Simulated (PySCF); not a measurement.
Spectra and structures to be paired. Theory: TDDFT B3LYP/def2-SVPD, vertical, gas phase, core orbitals frozen in the response (PySCF). Geometries: GFN2-xTB; one conformer of each isolated species. Triplets are in the Tamm–Dancoff approximation.

A. `C=CC[C@H](F)C(=O)F`
B. `C=CO[SiH2]C[SiH3]`
C. `F[C@@H]1C=CO[C@@H]1F`
D. `[SiH3][C@@H]1CCO[SiH2]1`

Lowest singlet levels (six at most, fewer where fewer were computed) with oscillator strengths:

1. 208 nm (f 0.107); 187 nm (f 0.011); 168 nm (f 0.016); 168 nm (f 0.009); 163 nm (f 0.015); 157 nm (f 0.025); T1 4.10 eV
2. 225 nm (f 0.010); 205 nm (f 0.001); 172 nm (f 0.057); 170 nm (f 0.244); 163 nm (f 0.012); 161 nm (f 0.017); T1 4.52 eV
3. 202 nm (f 0.009); 198 nm (f 0.006); 185 nm (f 0.028); 181 nm (f 0.148); 176 nm (f 0.143); 175 nm (f 0.012); T1 4.48 eV
4. 186 nm (f 0.002); 180 nm (f 0.015); 173 nm (f 0.005); 170 nm (f 0.021); 164 nm (f 0.000); 162 nm (f 0.005); T1 6.44 eV

Task: Match each spectrum to its molecule.

Result: 1 = C, 2 = A, 3 = B, 4 = D.
- A: S1 at 5.50 eV, HOMO→LUMO (85%), HOMO-1→LUMO (14%); Löwdin shares by element: HOMO carbon 78% or more (atoms not listed hold the other 22%); LUMO carbon 45% or more, oxygen 31%, fluorine 10% or more; HOMO -7.85 and LUMO -1.34 eV.
- B: S1 at 6.14 eV, HOMO→LUMO+1 (51%), HOMO→LUMO+2 (28%), HOMO→LUMO (19%); Löwdin shares by element: HOMO carbon 63% or more, oxygen 23%; LUMO silicon 38%, carbon 13% or more, hydrogen 9% or more (atoms not listed hold the other 40%); HOMO -6.83 and LUMO 0.12 eV.
- C: S1 at 5.97 eV, HOMO→LUMO (92%); Löwdin shares by element: HOMO carbon 62% or more, oxygen 26%; LUMO carbon 64% or more, oxygen 7% (atoms not listed hold the other 29%); HOMO -7.23 and LUMO -0.73 eV.
- D: S1 at 6.67 eV, HOMO→LUMO (61%), HOMO→LUMO+1 (37%); Löwdin shares by element: HOMO oxygen 50%, carbon 12% or more, silicon 10% or more, hydrogen 8% or more (atoms not listed hold the other 20%); LUMO silicon 45%, hydrogen 18% or more (atoms not listed hold the other 37%); HOMO -7.69 and LUMO 0.01 eV.
